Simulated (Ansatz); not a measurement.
Reactions of ClH$_{4}$N$_{2}$OTa (`[NH]=[Ta]([NH2])([OH])[Cl]`).

Computed with Ansatz on PBE0-D4/def2-TZVP structures; ΔE is electronic, products minus reactants. CBS: MP2 limit from def2 TZ/QZ plus the TZ coupled-cluster correction, frozen cores. This one scheme is used for every species. Functionals use def2-TZVPP. Elements past krypton have def2 core potentials. For Ta outer-core shells are correlated without core-valence functions, which leaves a few kJ/mol of doubt a bond. One conformer a species, not always the lowest.

| reaction | CCSD(T)/CBS(def2) (kcal/mol) |
| --- | --- |
| `[NH]=[Ta]([NH2])([OH])[Cl]` + H–F → `[NH]=[Ta]([NH2])([OH])[F]` + HCl | 0.6 |
| `[NH]=[Ta]([NH2])([OH])[Cl]` + NH₃ → `[NH]=[Ta]([NH2])([NH2])[OH]` + HCl | 21.7 |
| `[NH]=[Ta]([NH2])([OH])[Cl]` + H₂O → `[NH]=[Ta]([OH])([OH])[Cl]` + NH₃ | ? |
| `[NH]=[Ta]([NH2])([OH])[Cl]` + NH₃ → `[NH]=[Ta]([NH2])([NH2])[Cl]` + H₂O | 11.3 |
| `[NH]=[Ta]([NH2])([OH])[Cl]` + HCl → `[NH]=[Ta]([NH2])([Cl])[Cl]` + H₂O | -7.6 |
| `[NH]=[Ta]([NH2])([OH])[Cl]` + H₂O → `[NH]=[Ta]([NH2])([OH])[OH]` + HCl | ? |

Question: Fill in the missing values. (Best estimate.)

Answer: Ansatz gave: `[NH]=[Ta]([NH2])([OH])[Cl]` + H₂O → `[NH]=[Ta]([OH])([OH])[Cl]` + NH₃: -10.0 kcal/mol; `[NH]=[Ta]([NH2])([OH])[Cl]` + H₂O → `[NH]=[Ta]([NH2])([OH])[OH]` + HCl: +9.5 kcal/mol.

Largest T1 diagnostic: 0.018, for `[NH]=[Ta]([NH2])([OH])[F]`.
